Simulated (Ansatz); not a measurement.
`N[SiH2][Se][SiH3]`, charge 0, multiplicity 1.

Task: Give a relaxed structure at PBE0-D4/def2-TZVP (Ansatz 0.2.0). (An estimate is asked.)

Result: Ansatz gave: 
Z-matrix (Å, degrees):
```
Si
Se 1 2.298
N 1 1.710 2 117.4
H 1 1.481 2 103.5 3 119.9
H 1 1.483 2 107.8 3 -120.5
Si 2 2.271 1 93.9 3 74.5
H 3 1.008 1 119.2 2 -78.0
H 3 1.008 1 119.7 2 63.6
H 6 1.485 2 111.4 1 75.3
H 6 1.483 2 107.7 1 -164.4
H 6 1.488 2 110.4 1 -45.1
```
This is one stationary point; other conformers may exist.
